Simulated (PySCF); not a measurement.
Core binding energy against partial charge

Compound: C6H16NPSi.
Numbering: `[CH3:1][C@@H:2]1[CH2:3][CH2:4][N:5]([Si@@H:6]([CH3:7])[PH2:8])[CH2:9]1`

Binding energies: delta-SCF UKS SCAN, pcX-2 on the ionised atom, pcseg-1 elsewhere, spin-free X2C (PySCF). Charges: PBE0/pcSseg-1 ground-state density, for the ionised atom.

```csv
atom,environment,C 1s (eV),Mulliken (e),IAO (e),Hirshfeld (e),ESP (e)
C7,Si-methyl carbon,290.00,-0.635,-0.718,-0.214,-0.561
C3,ring CH2 carbon,290.39,-0.207,-0.258,-0.071,-0.255
C2,sp3 CH carbon,290.49,-0.416,-0.095,-0.022,+0.407
C1,methyl carbon,290.57,-0.196,-0.410,-0.113,-0.605
C9,sp3 carbon bound to nitrogen,291.05,+0.128,-0.145,-0.026,-0.047
C4,sp3 carbon bound to nitrogen,291.15,+0.071,-0.141,-0.024,+0.258
```

Problem. Give the correlation coefficient and slope of binding energy on charge for each scheme.

Solution. Mulliken: r = 0.94, slope 1.4 eV per e; Hirshfeld: r = 0.79, slope 4.5 eV per e; IAO: r = 0.75, slope 1.4 eV per e; ESP: r = 0.55, slope 0.6 eV per e. Mulliken charges have the highest r, on only 6 points.

Problem. The point-charge model writes a binding energy as kq + V + constant, with V the potential of the other atoms' charges at the site. What does it give with the Hirshfeld charges?

Solution. V = Σ 14.40 eV Å × q/r over all other atoms: +2.92 eV at C7, +0.63 eV at C3, -0.34 eV at C2, +1.47 eV at C1, -0.25 eV at C9, -0.28 eV at C4. Fitting binding energy − V to q gives k = 21.7 eV per e and leaves an rms residual of 0.26 eV, against 0.24 eV for the fit on q alone. The model has no term for differences in relaxation between sites.

The structure is a single PBE0-D3(BJ)/def2-SVP conformer in the gas phase; no vibrational or solvent corrections.
